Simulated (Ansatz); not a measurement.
Stepwise reaction of `OB(O)O` with methanol, as a gas-phase model of exchange steps in deposition or etching. ΔE in kJ/mol.

Gas-phase electronic energies from Ansatz, PBE0-D4/def2-TZVP geometries. CCSD(T)/CBS adds triple-zeta CCSD(T) − MP2 to the extrapolated MP2 energy (def2 sets, frozen cores). This one scheme is used for every species. DFT in def2-TZVPP. B3LYP here is the variant with VWN-RPA as its local correlation; programs differ in this. One conformer a species, not always the lowest.

```
step                                reaction  PBE-D4  B3LYP-D4  ωB97M-V  CCSD(T)/CBS
   1      `OB(O)O` + CH₃OH → `COB(O)O` + H₂O    -0.7      -2.3     -1.8         -5.3
   3  `COB(O)OC` + CH₃OH → `COB(OC)OC` + H₂O    -1.3      -3.3     -2.7         -6.2
```

**Question.** Give the row of step 2, `COB(O)O` + CH₃OH → `COB(O)OC` + H₂O. (Best estimate.)

**Answer.** The calculation gave: 
| step | reaction | PBE-D4 | B3LYP-D4 | ωB97M-V | CCSD(T)/CBS |
| --- | --- | --- | --- | --- | --- |
| 2 | `COB(O)O` + CH₃OH → `COB(O)OC` + H₂O | -0.3 | -1.9 | -0.9 | -4.4 |

**Question.** By hand: ΔE of the 3 steps together at CCSD(T)/CBS.

**Answer.** (-5.3) + (-4.4) + (-6.2) = -15.9 kJ/mol, or -5.3 kJ/mol a step.

In ΔE the steps differ by no more than 1.8 kJ/mol. PBE-D4 differs from CCSD(T)/CBS by 4.1 to 4.9 kJ/mol a step. Isolated molecules leave out the surface, adducts and barriers. Largest T1 diagnostic: 0.012.
